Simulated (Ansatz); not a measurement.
```xyz
17

C     1.457    0.736    2.157
C     0.650    0.327    0.963
C    -0.649    0.789    0.773
C    -1.390    0.441   -0.343
C    -0.853   -0.396   -1.320
N    -1.570   -0.705   -2.469
C     0.446   -0.868   -1.137
C     1.175   -0.510   -0.016
H     2.176   -0.039    2.435
H     0.819    0.928    3.022
H     2.026    1.651    1.961
H    -1.096    1.439    1.519
H    -2.400    0.821   -0.460
H    -2.571   -0.641   -2.375
H    -1.289   -1.555   -2.929
H     0.888   -1.522   -1.882
H     2.182   -0.898    0.101
```

The species carries charge 0 and has multiplicity 1.

Task: List the PBE/def2-TZVPP orbital energies in eV (Ansatz). (Best estimate.)

Result: The calculation gave: Occupied: -380.63, -269.79, -268.75, -268.67, -268.66, -268.63, -268.63, -268.57, -22.89, -20.80, -18.57, -18.20, -16.46, -14.98, -14.18, -12.72, -12.53, -11.08, -10.60, -10.22, -10.00, -9.92, -9.11, -8.97, -8.31, -7.81, -7.20, -6.04, -4.73. Lowest empty: -0.91, -0.43, 0.38, 0.92, 1.30, 1.45, 2.15, 2.43.
